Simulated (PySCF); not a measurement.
Zr(Cl)2(OH)(NH2) (Cl2H3NOZr), SMILES [NH2][Zr]([OH])([Cl])[Cl], multiplicity 1. The structure is a stationary point at PBE-D3(BJ)/def2-SVP. The multiplicity is an assumed one; no other spin state was optimised. The structure was generated by enumeration; whether it is a known compound was not checked. The def2 effective core potentials stand for the cores of Zr; spin–orbit coupling is left out. One conformer was computed; it need not be the lowest.

### Question
Give the equilibrium geometry at PBE-D3(BJ)/def2-SVP (PySCF confirms it by a frequency run) as bond lengths and angles, and its point group. (An estimate is asked for; the answer gives what the named calculation found.)

### Answer
One answer among several that fit: point group Cs.
Atoms: Zr1 Cl2 Cl3 O4 H5 N6 H7 H8. Bonds (Å): Zr1–Cl2 2.379, Zr1–Cl3 2.379, Zr1–O4 1.909, Zr1–N6 2.017, O4–H5 0.968, N6–H7 1.026, N6–H8 1.028. Angles (°): Cl2–Zr1–Cl3 108.5, Cl2–Zr1–O4 112.8, Cl2–Zr1–N6 108.6, Cl3–Zr1–O4 112.8, Cl3–Zr1–N6 108.6, O4–Zr1–N6 105.4, Zr1–O4–H5 164.5, Zr1–N6–H7 127.0, Zr1–N6–H8 124.4, H7–N6–H8 108.6.
